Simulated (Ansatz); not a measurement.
A run for Ansatz (an electronic-structure program): U-CCSD(T)/cc-pV(D+d)Z on AlClH2 (SMILES [AlH2][Cl]), a point of a bond scan (R = 1.883 Å). Files ending in .json are basis or fitting sets from the Basis Set Exchange.

Ansatz 0.2 input:
```yaml
crystal:
  periodic: [false, false, false]
  atoms:
    - {symbol: Al, position_ang: [-0.00485882, -0.35109449, -1.01440583]}
    - {symbol: H, position_ang: [-1.67005242, -0.47565804, -1.88486215]}
    - {symbol: H, position_ang: [1.37623290, -0.72200504, -1.66059972]}
    - {symbol: Cl, position_ang: [0.00467364, 0.33771358, 0.97574480]}
basis:
  gaussian:
    orbitals: cc-pV_D+d_Z.json
correlation: {method: ccsd_t, electrons: outside_noble_gas}
scf: {omitted_lower_state_checks: [cluster_reference]}
magnetization: {spin_polarized: true, initial_magnetization: 0}
```

Output:

```
WARN ansatz: RAYON_NUM_THREADS=1 ignored (pool sized by the plan → 1); use --threads N
Functional definition: HF
these checks for a lower state are left out or cut short: cluster_reference
integrals: 0.04 GiB planned
571 factors; integrals over basis functions are off by at most 1.1e-3 eV
mean field: 0.15 GiB planned
mean field evaluation 1: about -19118.7807 eV, gradient 9.1e0 eV
mean field evaluation 2: about -19118.7923 eV, gradient 9.1e0 eV
mean field evaluation 4: about -19119.5278 eV, gradient 8.2e-1 eV
mean field evaluation 8: about -19119.5363 eV, gradient 6.5e-4 eV
mean field -19119.53626840 eV, -702.6299981766 hartree, gradient 8.0e-6 eV, S^2 0.000000; 0 other end points of the search recorded, 0 dependent functions left out
10 core orbitals not correlated
reference -19119.53626840 eV, -702.6299981766 hartree; 6, 6 occupied and 40, 40 virtual orbitals, 571 factors
second order -5.58033519 eV of doubles, -0.00000000 eV of singles
coupled cluster: 0.12 GiB planned
cycle   1  -6.18084862 eV  change   -6.0e-1 eV  update   6.0e-2
cycle   2  -6.39120051 eV  change   -2.1e-1 eV  update   2.1e-2
cycle   3  -6.41494231 eV  change   -2.4e-2 eV  update   7.6e-3
cycle   4  -6.41316870 eV  change    1.8e-3 eV  update   2.6e-3
cycle   5  -6.41267832 eV  change    4.9e-4 eV  update   7.7e-4
cycle   6  -6.41265312 eV  change    2.5e-5 eV  update   2.6e-4
cycle   7  -6.41265416 eV  change   -1.0e-6 eV  update   8.0e-5
cycle   8  -6.41267388 eV  change   -2.0e-5 eV  update   2.0e-5
cycle   9  -6.41267649 eV  change   -2.6e-6 eV  update   6.7e-6
perturbative correction -0.12984482 eV, -0.0047717091 hartree
Total energy: -19126.07878971 eV, -702.8704314001 hartree
Checks for a lower state left out: cluster_reference
```

The run converged.

Cost: around 1.9 core-seconds (rough).
